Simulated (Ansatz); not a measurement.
Molecule: CH₁₁N₃Si₂, charge 0, multiplicity 1. 
Coordinates optimised at B3LYP-D3(BJ)/def2-TZVP (Ansatz, a program for electronic structure):
```xyz
17

C      2.0275    -0.7213     1.6490
Si     1.6121     0.1763     0.0427
Si    -0.7076     0.1105    -0.3321
N     -1.3641     1.1407     0.8889
N     -0.9631     0.4035    -2.0105
N     -1.5277    -1.3796    -0.0508
H      3.0982    -0.6990     1.8579
H      1.5039    -0.2585     2.4874
H      1.7131    -1.7653     1.5937
H      2.0938     1.5856     0.1383
H      2.3615    -0.4473    -1.0825
H     -0.9299     2.0267     1.0951
H     -2.3611     1.1781     1.0450
H     -0.3451     1.0029    -2.5331
H     -1.8908     0.3918    -2.4081
H     -1.4437    -2.1299    -0.7176
H     -1.6445    -1.7241     0.8886
```

Total electronic energies in hartree. Cores are frozen in the correlated levels unless marked. Spin-orbit coupling is left out. No relativistic terms. Basis-set limits of correlation are two-point, X^-3; Hartree-Fock from the larger set.

| level | program | energy (Eh) |
|---|---|---|
| HF/aug-cc-pV(T+d)Z | Ansatz | -785.72066 |
| HF/cc-pV(T+d)Z | Ansatz | -785.71479 |
| RI-HF/aug-cc-pV(T+d)Z | Ansatz | -785.72055 |
| RI-HF/cc-pV(T+d)Z | Ansatz | -785.71469 |
| r2SCAN/def2-TZVPD | Ansatz | -788.01706 |
| PBE0/6-31G* | Ansatz | -787.53054 |
| CAM-B3LYP-D3(BJ)/def2-TZVPD | Ansatz + dftd3 | -788.11703 |
| B2PLYP/def2-TZVPD | Ansatz | -787.76695 |
| MP2/STO-3G | Ansatz | -776.56341 |
| SCS-MP2/aug-cc-pV(D+d)Z | Ansatz | -786.54606 |
| CCSD/aug-cc-pV(T+d)Z | Ansatz | -786.87660 |
| CCSD/cc-pVTZ | Ansatz | -786.84172 |
| CCSD/cc-pwCVTZ | Ansatz | -786.86549 |
| CCSD/cc-pV(Q+d)Z | Ansatz | -786.93797 |
| CCSD(T)/CBS(cc-pV(T+d)Z,cc-pV(Q+d)Z) | Ansatz | -787.0373 |

Totals of different functionals don't rank their quality; only differences between species are comparable.
